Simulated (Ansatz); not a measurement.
`O[SiH](F)[NH][GeH3]`. The species carries charge 0 and has multiplicity 1. The structure was optimised at the PBE0-D4/def2-TZVP level. It is one conformer, not always the lowest.

```xyz
11

O    -1.135    1.695   -0.213
Si   -0.453    0.630   -1.243
F     0.427    1.351   -2.363
N     0.588   -0.410   -0.394
Ge    0.375   -1.033    1.329
H    -0.556    2.210    0.352
H    -1.585    0.000   -1.943
H     1.349   -0.833   -0.902
H     0.596    0.116    2.329
H     1.435   -2.125    1.533
H    -1.040   -1.602    1.516
```

(1) What is the dipole moment at ωB97M-V/def2-TZVPP? (An estimate is asked.)

(2) And with PBE, r2SCAN, B3LYP? (An estimate is asked.)

(3) Give the Mulliken charges with ωB97M-V, B3LYP, PBE in def2-TZVPP. (An estimate is asked.)

Answers

(1) Computed: 2.30 D, with components (1.27, -1.01, 1.63) D in this frame, pointing from negative to positive charge.

(2) The calculation gave: PBE 2.19 D, r2SCAN 2.24 D, B3LYP 2.27 D.

(3) Ansatz gave: 
```csv
atom,ωB97M-V,B3LYP,PBE
O1,-0.38,-0.39,-0.35
Si2,0.70,0.74,0.62
F3,-0.32,-0.33,-0.28
N4,-0.42,-0.40,-0.35
Ge5,0.15,0.20,0.17
H6,0.18,0.19,0.19
H7,-0.07,-0.11,-0.11
H8,0.11,0.13,0.14
H9,0.00,-0.02,-0.02
H10,0.02,0.00,0.00
H11,0.02,0.00,0.00
```

B3LYP here is the variant with VWN-RPA as its local correlation; programs differ in this.
